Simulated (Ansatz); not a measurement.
H3B2O, SMILES `B[B-]O` (lower singlet) (charge -1, multiplicity 1). This singlet lies 0.78 eV below the relaxed triplet at the level frozen-core CCSD(T)/aug-cc-pVTZ // B3LYP-D3(BJ)/def2-TZVPD (Ansatz, a quantum-chemistry and plane-wave program).

Level of theory: Ansatz with frozen-core CCSD(T)/aug-cc-pVTZ // B3LYP-D3(BJ)/def2-TZVPD.

Ansatz 0.2 input:
```yaml
crystal:
  periodic: [false, false, false]
  atoms:
    - { symbol: B, position_ang: [-1.072937, 0.091944, -0.100419] }
    - { symbol: B, position_ang: [0.45226, 0.142126, -0.050382] }
    - { symbol: O, position_ang: [1.817845, 0.199642, -0.011843] }
    - { symbol: H, position_ang: [-1.647966, -0.398703, -1.046731] }
    - { symbol: H, position_ang: [-1.739547, 0.547425, 0.802413] }
    - { symbol: H, position_ang: [2.190343, -0.582434, 0.40696] }
basis:
  gaussian: { orbitals: aug-cc-pVTZ }
correlation:
  method: ccsd_t
total_charge: -1
```

Output:

```
Functional definition: HF
1194 factors; integrals over basis functions are off by at most 1.0e-3 eV
mean field evaluation 1: about -3425.0035 eV, gradient 2.8e1 eV
mean field evaluation 2: about -3425.0044 eV, gradient 2.8e1 eV
mean field evaluation 4: about -3428.0116 eV, gradient 3.7e0 eV
mean field evaluation 8: about -3428.1020 eV, gradient 5.8e-1 eV
mean field evaluation 16: about -3425.0035 eV, gradient 2.8e1 eV
mean field -3428.10577211 eV, -125.9805634714 hartree, gradient 8.7e-6 eV, S^2 0.000000; 0 other end points of the search recorded, 0 dependent functions left out
3 core orbitals not correlated
reference -3428.10577211 eV, -125.9805634714 hartree; 8, 8 occupied and 196, 196 virtual orbitals, 1194 factors
second order -12.93199650 eV of doubles, -0.00000000 eV of singles
cycle   1  -13.09428441 eV  change   -1.6e-1 eV  update   9.1e-2
cycle   2  -13.43763882 eV  change   -3.4e-1 eV  update   3.0e-2
cycle   3  -13.52346882 eV  change   -8.6e-2 eV  update   1.8e-2
cycle   4  -13.51284762 eV  change    1.1e-2 eV  update   7.1e-3
cycle   5  -13.50830524 eV  change    4.5e-3 eV  update   3.6e-3
cycle   6  -13.50918536 eV  change   -8.8e-4 eV  update   2.0e-3
cycle   7  -13.50895741 eV  change    2.3e-4 eV  update   1.1e-3
cycle   8  -13.50868390 eV  change    2.7e-4 eV  update   6.2e-4
cycle   9  -13.50898824 eV  change   -3.0e-4 eV  update   3.9e-4
cycle  10  -13.50903879 eV  change   -5.1e-5 eV  update   2.0e-4
cycle  11  -13.50892594 eV  change    1.1e-4 eV  update   9.6e-5
cycle  12  -13.50898925 eV  change   -6.3e-5 eV  update   4.5e-5
cycle  13  -13.50898956 eV  change   -3.1e-7 eV  update   1.7e-5
cycle  14  -13.50900002 eV  change   -1.0e-5 eV  update   8.1e-6
cycle  15  -13.50900854 eV  change   -8.5e-6 eV  update   3.2e-6
perturbative correction -0.60690219 eV, -0.0223032442 hartree
Total energy: -3442.22168284 eV, -126.4993136226 hartree
```
